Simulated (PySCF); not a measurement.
Compound: C₉H₅NS.
SMILES with atom numbers: `[N:1]#[C:2][c:3]1[s:4][cH:5][c:6]2[cH:7][cH:8][cH:9][cH:10][c:11]12` (hydrogens: H12 on C5; H13 on C7; H14 on C8; H15 on C9; H16 on C10)

Structure used (PBE0-D3(BJ)/def2-SVP), in Å, numbered top down from 1:
```xyz
16
C9H5NS angstrom
N      2.9029   -2.9516   -0.6248
C      2.3311   -1.9549   -0.4504
C      1.6216   -0.7553   -0.2397
S      2.4294    0.7501   -0.0523
C      0.9832    1.6088    0.1415
C     -0.1336    0.7812    0.0685
C     -1.5108    1.1315    0.1820
C     -2.4579    0.1483    0.0804
C     -2.0911   -1.2142   -0.1367
C     -0.7785   -1.5903   -0.2521
C      0.2316   -0.5955   -0.1521
H      1.0035    2.6862    0.3002
H     -1.7936    2.1731    0.3479
H     -3.5164    0.4035    0.1657
H     -2.8778   -1.9684   -0.2117
H     -0.4970   -2.6322   -0.4184
```

All values: wB97X-D/def2-SVPD (PySCF, non-relativistic), on one gas-phase PBE0-D3(BJ)/def2-SVP geometry that isn't relaxed in the solvent. The solvent is an IEF-PCM continuum (Bondi radii, 1.10 Å for H, scaled by 1.2), and excitations are vertical TDDFT with non-equilibrium linear response and a frozen core. Only the electrostatic response of the medium enters.

Gas-phase singlets (H = HOMO, L = LUMO):

| state | E (eV) | λ (nm) | f | leading configuration |
| --- | --- | --- | --- | --- |
| S1 | 3.693 | 336 | 0.153 | H→L 98% |
| S2 | 4.641 | 267 | 0.103 | H-1→L 76% |
| S3 | 5.392 | 230 | 0.000 | H→L+2 71% |
| S4 | 5.569 | 223 | 0.194 | H→L+1 76% |
| S5 | 5.594 | 222 | 0.015 | H-2→L 96% |

Task: How does the list change in dimethylsulfoxide (ε = 46.83)?

Result: 
| state | E (eV) | λ (nm) | f | leading configuration | change by rank (eV) |
| --- | --- | --- | --- | --- | --- |
| S1 | 3.619 | 343 | 0.225 | H→L 98% | -0.074 |
| S2 | 4.574 | 271 | 0.199 | H-1→L 83% | -0.067 |
| S3 | 5.237 | 237 | 0.000 | H→L+2 85% | -0.155 |
| S4 | 5.441 | 228 | 0.402 | H→L+1 83% | -0.128 |
| S5 | 5.587 | 222 | 0.042 | H-2→L 92% | -0.007 |

Task: Give the list for water (ε = 78.36), n² = 1.78.

Result: 
```csv
state,E (eV),λ (nm),f,leading configuration,change by rank (eV)
S1,3.640,341,0.208,H→L 98%,-0.053
S2,4.589,270,0.174,H-1→L 82%,-0.052
S3,5.234,237,0.000,H→L+2 85%,-0.158
S4,5.468,227,0.367,H→L+1 82%,-0.101
S5,5.594,222,0.033,H-2→L 93%,0.000
```

Task: The ground-state energy changes by -0.335 eV from gas to water. By how much does the total energy of gas-phase S1 change?

Result: E(S1) = E(S0) + excitation energy, so it changes by -0.335 − 0.053 = -0.388 eV: it is lowered more than the ground state, which is what a red shift means. This is the vertical state, with the slow part of the continuum still set for S0.

Task: How do the frontier levels move from gas to water?

Result: 
```json
{"orbital": "LUMO+2", "gas (eV)": "1.52", "solvent (eV)": "1.58", "change (eV)": "+0.06", "Löwdin shares, gas": "S4 57 %, C3 11 %, N1 10 %, C2 9 %", "Löwdin shares, solvent": "S4 29 %, N1 25 %, C2 23 %, C3 12 %"}
{"orbital": "LUMO+1", "gas (eV)": "1.20", "solvent (eV)": "1.29", "change (eV)": "+0.09", "Löwdin shares, gas": "C11 17 %, C8 16 %, C7 14 %, C10 10 %", "Löwdin shares, solvent": "C11 17 %, C8 16 %, C7 14 %, C10 10 %"}
{"orbital": "LUMO", "gas (eV)": "-0.93", "solvent (eV)": "-0.79", "change (eV)": "+0.14", "Löwdin shares, gas": "S4 20 %, C5 16 %, C3 11 %, C9 9 %", "Löwdin shares, solvent": "S4 20 %, C5 17 %, C3 10 %, C9 9 %"}
{"orbital": "HOMO", "gas (eV)": "-8.18", "solvent (eV)": "-8.05", "change (eV)": "+0.13", "Löwdin shares, gas": "C3 18 %, C5 16 %, C10 11 %, C7 11 %", "Löwdin shares, solvent": "C3 18 %, C5 15 %, C10 12 %, C7 12 %"}
{"orbital": "HOMO-1", "gas (eV)": "-9.50", "solvent (eV)": "-9.32", "change (eV)": "+0.18", "Löwdin shares, gas": "S4 27 %, C6 14 %, C9 13 %, C11 13 %", "Löwdin shares, solvent": "S4 27 %, C6 14 %, C9 14 %, C11 13 %"}
{"orbital": "HOMO-2", "gas (eV)": "-10.45", "solvent (eV)": "-10.35", "change (eV)": "+0.10", "Löwdin shares, gas": "C7 15 %, C10 14 %, C11 12 %, N1 11 %", "Löwdin shares, solvent": "C7 15 %, C10 13 %, C11 13 %, C6 12 %"}
{"orbital": "HOMO-3", "gas (eV)": "-11.57", "solvent (eV)": "-11.78", "change (eV)": "-0.21", "Löwdin shares, gas": "N1 43 %, C2 33 %, S4 7 %, C3 7 %", "Löwdin shares, solvent": "N1 30 %, C2 22 %, C11 7 %, C3 7 %"}
```

The HOMO–LUMO gap goes from 7.25 to 7.26 eV. Rows go by rank; for HOMO-3, LUMO+1 and LUMO+2 the atom shares or the degeneracy differ between the runs, so the row needn't follow one orbital.

The run took about 2.9 min of CPU time (one thread, shared machine). This is the whole response run at wB97X-D/def2-SVPD in water, SCF included.

The pairwise dispersion term of wB97X-D wasn't added to the energies; at a given geometry it leaves orbitals and properties as they are.
